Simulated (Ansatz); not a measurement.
`[SiH3][SiH2][CH2][GaH2]` + H–F → `FC[SiH2][SiH3]` + `[GaH3]`  (substitution at a C–Ga bond)

Isolated molecules relaxed with PBE0-D4/def2-TZVP in Ansatz; ΔE leaves out vibrations. CBS: MP2 limit from def2 TZ/QZ plus the TZ coupled-cluster correction, frozen cores. This one scheme is used for every species. DFT in def2-TZVPP. B3LYP here is the variant with VWN-RPA as its local correlation; programs differ in this. For Ga outer-core shells are correlated without core-valence functions, which leaves a few kJ/mol of doubt a bond. Scalar relativity is left out up to krypton. Each species was taken in one conformer, which may not be the lowest.

`[SiH3][SiH2][CH2][GaH2]`:

```xyz
13

Si    2.126   -0.666    1.211
Si    0.149    0.428    0.598
C    -0.636   -0.311   -0.934
Ga   -2.301    0.632   -1.392
H     1.850   -2.104    1.480
H     2.728   -0.063    2.432
H     3.119   -0.583    0.104
H     0.448    1.873    0.371
H    -0.808    0.366    1.742
H    -0.845   -1.367   -0.742
H     0.077   -0.236   -1.760
H    -2.247    1.889   -2.332
H    -3.662    0.142   -0.779
```

H–F:

```xyz
2

F    -0.055   -0.232    0.394
H     0.055    0.232   -0.394
```

`FC[SiH2][SiH3]`:

```xyz
11

F     1.692   -1.447    0.384
C     0.336   -1.684    0.182
Si   -0.672   -0.121    0.577
Si    0.148    1.705   -0.634
H     0.039   -2.524    0.820
H     0.194   -1.988   -0.860
H    -2.086   -0.406    0.203
H    -0.616    0.152    2.039
H    -0.731    2.888   -0.429
H     1.526    2.050   -0.197
H     0.170    1.375   -2.085
```

`[GaH3]`:

```xyz
4

Ga    0.001    0.000    0.000
H     0.189    0.844   -1.309
H     0.265   -1.546   -0.019
H    -0.454    0.702    1.327
```

```csv
level,ΔE (kJ/mol),difference from CCSD(T)/CBS
PBE-D4,112.3,-18.4
r2SCAN-D4,112.3,-18.4
PBE0-D4,117.3,-13.4
B3LYP-D4,106.3,-24.4
ωB97X-V,103.5,-27.2
ωB97M-V,109.3,-21.4
B2PLYP,110.2,-20.5
PBE,106.0,-24.7
r2SCAN,110.6,-20.1
PBE0,111.6,-19.1
B3LYP,96.0,-34.7
HF/def2-TZVPP,88.2,-42.5
MP2/def2-TZVPP,139.7,9.0
SCS-MP2/def2-TZVPP,124.0,-6.7
CCSD/def2-TZVPP,119.9,-10.8
CCSD(T)/def2-TZVPP,123.8,-6.9
HF/def2-QZVPP,87.5,-43.2
MP2/def2-QZVPP,143.5,12.8
SCS-MP2/def2-QZVPP,127.5,-3.2
HF/CBS(def2),87.4,-43.3
MP2/CBS(def2),146.7,16.0
CCSD/CBS(def2),126.8,-3.9
CCSD(T)/CBS,130.7,0
```

Largest T1 diagnostic among the species: 0.013.

In def2-TZVPP, CCSD(T) changes the Hartree–Fock value by +35.6 kJ/mol (the triples alone add +3.9 kJ/mol) and MP2 by +51.5 kJ/mol. The D4 term adds +10.3 kJ/mol with B3LYP and +5.7 kJ/mol with PBE0; it sums over pairs of atoms, weighted by their polarisabilities, and B3LYP, whose exchange is more repulsive, gets the larger term.
